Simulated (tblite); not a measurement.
Parent: `[CH3:1][Si@@H:2]([F:3])[Cl:4]`, CH4ClFSi.

The geometries are computed with GFN2-xTB (gas phase). One conformer each, not checked by frequencies here.

```
coordinate of the parent    value
                  C1–Si2  1.889 Å
                  Si2–F3  1.613 Å
                 Si2–Cl4  2.006 Å
               C1–Si2–F3   107.3°
              C1–Si2–Cl4   111.6°
              F3–Si2–Cl4   106.4°
```

Task: How does the shared frame change in `[CH3:1][Si@@:2]([F:3])([Cl:4])[C:5]([F:6])=[C:7]([F:8])[F:9]` with C1–Si2–C5–F6 -19°, C3H3ClF4Si? Atoms pair as C1 = C1, Si2 = Si2, F3 = F3, Cl4 = Cl4 (parent first).

Result: 
| parent | relative | value in the relative | change |
| --- | --- | --- | --- |
| C1–Si2 | C1–Si2 | 1.885 Å | -0.004 |
| Si2–F3 | Si2–F3 | 1.613 Å | 0.000 |
| Si2–Cl4 | Si2–Cl4 | 1.994 Å | -0.012 |
| C1–Si2–F3 | C1–Si2–F3 | 109.3° | +2.0 |
| C1–Si2–Cl4 | C1–Si2–Cl4 | 116.1° | +4.5 |
| F3–Si2–Cl4 | F3–Si2–Cl4 | 107.2° | +0.8 |

Of the parent's bonds, Si2–Cl4 changes most (-0.012 Å). Bonds of the relative outside the shared frame: Si2–C5 1.903, C5–F6 1.351, C5=C7 1.326, C7–F8 1.324, C7–F9 1.323 Å. Point group C1 → C1.

Task: How does the shared frame change in `[CH3:1][Si@:2]([F:3])([Cl:4])[CH:5]1[CH2:6][CH2:7]1` with C1–Si2–C5–C6 87°, C4H8ClFSi? Atoms pair as C1 = C1, Si2 = Si2, F3 = F3, Cl4 = Cl4 (parent first).

Result: 
```json
{"parent": "C1–Si2", "relative": "C1–Si2", "value in the relative": "1.893 Å", "change": "+0.004"}
{"parent": "Si2–F3", "relative": "Si2–F3", "value in the relative": "1.623 Å", "change": "+0.010"}
{"parent": "Si2–Cl4", "relative": "Si2–Cl4", "value in the relative": "2.016 Å", "change": "+0.010"}
{"parent": "C1–Si2–F3", "relative": "C1–Si2–F3", "value in the relative": "106.9°", "change": "-0.4"}
{"parent": "C1–Si2–Cl4", "relative": "C1–Si2–Cl4", "value in the relative": "111.0°", "change": "-0.6"}
{"parent": "F3–Si2–Cl4", "relative": "F3–Si2–Cl4", "value in the relative": "105.6°", "change": "-0.8"}
```

Of the parent's bonds, Si2–F3 and Si2–Cl4 change most and about equally (+0.010 Å). Bonds of the relative outside the shared frame: Si2–C5 1.881, C5–C6 1.507, C6–C7 1.489, C5–C7 1.508 Å. Point group C1 → C1.

Task: How does the shared frame change in `[CH2:1]=[C:2]([CH3:3])[Si@:4]([CH3:5])([F:6])[Cl:7]` with C1–C2–Si4–C5 119°, C4H8ClFSi? Atoms pair as C1 = C5, Si2 = Si4, F3 = F6, Cl4 = Cl7 (parent first).

Result: 
```csv
parent,relative,value in the relative,change
C1–Si2,C5–Si4,1.894 Å,+0.005
Si2–F3,Si4–F6,1.622 Å,+0.009
Si2–Cl4,Si4–Cl7,2.018 Å,+0.012
C1–Si2–F3,C5–Si4–F6,107.1°,-0.2
C1–Si2–Cl4,C5–Si4–Cl7,111.1°,-0.5
F3–Si2–Cl4,F6–Si4–Cl7,105.5°,-0.9
```

Of the parent's bonds, Si2–Cl4 changes most (+0.012 Å). Bonds of the relative outside the shared frame: C1=C2 1.328, C2–C3 1.501, C2–Si4 1.888 Å. Point group C1 → C1.

Task: How does the shared frame change in `[CH3:1][Si@:2]([F:3])([Cl:4])[CH:5]([F:6])[F:7]` with C1–Si2–C5–F6 -38°, C2H4ClF3Si? Atoms pair as C1 = C1, Si2 = Si2, F3 = F3, Cl4 = Cl4 (parent first).

Result: 
```
    parent    relative  value in the relative  change
    C1–Si2      C1–Si2                1.886 Å  -0.003
    Si2–F3      Si2–F3                1.617 Å  +0.004
   Si2–Cl4     Si2–Cl4                1.993 Å  -0.013
 C1–Si2–F3   C1–Si2–F3                 109.3°    +2.0
C1–Si2–Cl4  C1–Si2–Cl4                 116.8°    +5.2
F3–Si2–Cl4  F3–Si2–Cl4                 107.3°    +0.9
```

Of the parent's bonds, Si2–Cl4 changes most (-0.013 Å). Bonds of the relative outside the shared frame: Si2–C5 1.943, C5–F6 1.362, C5–F7 1.362 Å. Point group C1 → C1.
